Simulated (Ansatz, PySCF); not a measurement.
C3HBrCl2, SMILES C(=C=CBr)(Cl)Cl. Atoms are numbered in the order given.

```xyz
7

Cl    -2.3929    -0.1454     1.4643
C     -1.5091     0.1594     0.0000
Cl    -2.3929    -0.1454    -1.4643
C     -0.2719     0.5933     0.0000
C      0.9683     1.0010     0.0000
Br     2.4484    -0.1963     0.0000
H      1.2736     2.0507     0.0000
```
Charge 0, spin multiplicity 1.

Geometry: TPSSh-D3(BJ)/def2-SVP. The structure was generated by enumeration, and PubChem lists no compound with its InChIKey, so it may never have been made.

Two levels are set side by side: PBE-D3(BJ)/def2-SVP (Ansatz, a first-principles code) and TPSSh-D3(BJ)/def2-SVP (PySCF). Each level has its own optimised geometry; the coordinates shown are those of the second. Frequencies come from the Hessian of PySCF at each geometry. Differences are taken from unrounded values.

| quantity | TPSSh-D3(BJ) | PBE-D3(BJ) | PBE-D3(BJ) minus TPSSh-D3(BJ) |
|---|---|---|---|
| mean bond length (Å) | 1.515 | 1.521 | 0.006 |
| bond Cl1–C2 (Å) | 1.737 | 1.740 | 0.003 |
| bond C2–Cl3 (Å) | 1.737 | 1.740 | 0.003 |
| bond C2–C4 (Å) | 1.311 | 1.319 | 0.008 |
| bond C4–C5 (Å) | 1.306 | 1.312 | 0.006 |
| bond C5–Br6 (Å) | 1.904 | 1.911 | 0.007 |
| bond C5–H7 (Å) | 1.093 | 1.102 | 0.009 |
| highest harmonic wavenumber (cm⁻¹) | 3196 | 3117 | -79 |
| mean harmonic wavenumber (cm⁻¹) | 835 | 814 | -21 |
| zero-point energy (kcal/mol) | 17.90 | 17.45 | -0.46 |

Exact exchange shortens and stiffens bonds; PBE has none. Differences between two approximate levels are no errors against the true value.
